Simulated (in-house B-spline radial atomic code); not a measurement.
Nb⁵⁺. Computed with a B-spline radial atomic code. Model: all-electron spherical atom, spin shells full or empty, radial basis limit, no spin-orbit coupling, Breit or QED, empty-state partial waves extrapolated as (l+1/2)^-4, RPA, G0W0 and static COHSEX of the highest shell as one setting changes (uncorrelated shells keep exact exchange).

Given: element Nb; charge 5; filled core Ar; hamiltonian one-electron scalar X2C; mean-field start r2SCAN; highest l of empty states 9; nuclear rms radius 4.324 fm; highest mean-field shell 4p.

Shell: 3d 5 5, 4s 1 1, 4p 3 3 (electrons up and down).

```csv
lowest nl shells left uncorrelated,RPA correlation energy (hartree),G0W0 level (eV),G0W0 minus most complete (meV),COHSEX level (eV),linearised minus solved G0W0 (meV)
0,-2.7209,-102.95,0,-106.05,-11.4
1,?,?,?,?,?
2,-2.3739,-102.95,3,-106.05,-11.4
3,?,?,?,?,?
4,-1.6751,-102.95,9.8,-106.02,-11.4
5,-1.172,-103.02,-63,-106.14,-11.6
6,-0.40992,-102.67,284.8,-105.53,-10.9
7,-0.28638,-103.39,-435.2,-106.11,-2.6
```

(1) What follows for lowest nl shells left uncorrelated = 1?

(2) What follows for lowest nl shells left uncorrelated = 3?

## Answers

(1) RPA correlation energy -2.559 hartree; G0W0 level -102.95 eV; G0W0 minus most complete 2 meV; COHSEX level -106.05 eV; linearised minus solved G0W0 -11.4 meV.

(2) RPA correlation energy -1.8494 hartree; G0W0 level -102.94 eV; G0W0 minus most complete 16.4 meV; COHSEX level -106.02 eV; linearised minus solved G0W0 -11.3 meV.
